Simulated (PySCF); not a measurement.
Cl2GaHS, SMILES [SH][Ga]([Cl])[Cl]. Atoms are numbered in the order given.

```xyz
5

Ga    -0.0150     0.0060     0.0000
Cl    -1.3182     1.6897     0.0000
Cl     2.0919     0.3509     0.0000
S     -0.8191    -2.0191     0.0000
H      0.4164    -2.5696     0.0000
```

The structure is a stationary point at PBE0-D3(BJ)/def2-SVP. Other conformers were not sampled.

The numbers are results of PBE/pcSseg-1 (PySCF), not measurements.

GIAO shieldings, no solvent; atoms listed in one row are averaged. δ = σ(ref) − σ: ³⁵Cl against HCl (σ = 936.5 ppm); ³³S against H2S (σ = 706.5 ppm); ¹H against TMS (σ = 31.49 ppm), references at their B3LYP-D3(BJ)/def2-TZVP geometries, non-relativistic (without spin–orbit terms, shifts of atoms bonded to Cl or Br come out too high).

Computed chemical shifts:
```csv
nucleus,atoms,count,δ (ppm)
³⁵Cl,Cl3,1,165.1
³⁵Cl,Cl2,1,142.8
³³S,S4,1,100.0
¹H,H5,1,1.91
```
